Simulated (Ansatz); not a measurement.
Ansatz results at the PBE0-D4/def2-TZVP geometry: HOMO–LUMO gap (ωB97M-V/def2-TZVPP) 10.57 eV; ideal-gas entropy at 298 K and 1 bar (rigid rotor, harmonic PBE0-D4/def2-TZVP) 260 J/(mol·K); zero-point energy (PBE0-D4/def2-TZVP) 104.1 kJ/mol.

Question: Which molecule gave them?
A. `BC=S`
B. `O=C[BH][GeH3]`
C. `B1CS1`
D. `CCCl`

Answer: C. The others give `BC=S`: 9.08, 267, 96.1; `O=C[BH][GeH3]`: 10.17, 343, 140.1; `CCCl`: 13.23, 275, 175.1.
